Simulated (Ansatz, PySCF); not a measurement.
Gas-phase reaction (SMILES): NB(Br)Br + 3 [H][H] (H2) → B (BH3) + 2 Br (HBr) + N (NH3); energy of full hydrogenation.

Geometries: B3LYP-D3(BJ)/def2-TZVP minima from Ansatz (a quantum-chemistry and plane-wave program), one conformer each, not searched for the lowest. Correlated levels leave the core frozen unless marked. Spin-orbit coupling is left out. Frozen are the shells of the preceding noble gas and the d and f shells that filled before the atom's block. Non-relativistic. CBS(X,Y): correlation extrapolated as X^-3; Hartree-Fock from the larger set (for Q and 5 zeta extrapolated as (X+1)exp(-9√X)). Thermal terms are rigid-rotor harmonic-oscillator values from B3LYP-D3(BJ) frequencies (Ansatz or PySCF) at 298.15 K and 1 atm. 1 Eh = 627.5095 kcal/mol.

| species | E, CCSD(T)/CBS(cc-pVQZ,cc-pV5Z) (Ansatz) (Eh) | E, PBE/def2-TZVPD (Ansatz) (Eh) | H - E (Eh) |
|---|---|---|---|
| NB(Br)Br | -5226.18698 | -5228.39651 | 0.03873 |
| [H][H] (H2) | -1.17453 | -1.16589 | 0.01336 |
| B (BH3) | -26.54862 | -26.55229 | 0.03008 |
| Br (HBr) | -2573.28264 | -2574.36895 | 0.00927 |
| N (NH3) | -56.50471 | -56.51037 | 0.03799 |

Q: Work out ΔE and ΔH at 298.15 K at the first level, then ΔH at the second.

A: 
1. ΔE = [(-26.54862) + 2×(-2573.28264) + (-56.50471)] - [(-5226.18698) + 3×(-1.17453)] = 0.09196 Eh = 57.7 kcal/mol at CCSD(T)/CBS(cc-pVQZ,cc-pV5Z).
2. The terms H - E add up to 0.00780 Eh, so ΔH = (0.09196 + (0.00780))×627.5095 = 62.6 kcal/mol.
3. At PBE/def2-TZVPD the same steps give ΔE = 58.7 and ΔH = 63.6 kcal/mol, a shift of +1.0 from the first level.
4. These values are not checked against measurement here, since the tables used lack a sound gas-phase enthalpy of formation for at least one species.
